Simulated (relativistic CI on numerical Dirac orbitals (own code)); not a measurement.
## Pd³⁺ (4d7) in a crystal field

Calculated by Dirac-Coulomb-Breit CI, orbitals from a KLI potential per configuration, QED by a radiative potential, valence Slater integrals scaled by 0.8, one configuration in a parametric crystal field (own radial code).

Field parameters in Wybourne normalisation: Td as Oh with Dq negative (B⁴₀ = 21Dq, B⁴₄ = √(5/14) B⁴₀). The field is a parameter set, without covalency.

S is read from ⟨S²⟩ = S(S + 1).

Levels (cm⁻¹, degeneracy): 0 (4), 4005 (4), 4761 (2), 5927 (4), 6229 (2), 7388 (2), 8925 (4), 10105 (2), 10737 (4), 14932 (4), 15107 (2), 16161 (4).

Task: Which field gives this pattern?
A. Td, 10Dq = -13300 cm⁻¹
B. Td, 10Dq = -11150 cm⁻¹
C. Td, 10Dq = -9050 cm⁻¹
D. Td, 10Dq = -4800 cm⁻¹

Result: D. Td, 10Dq = -4800 cm⁻¹, ground level with S = 1.49.
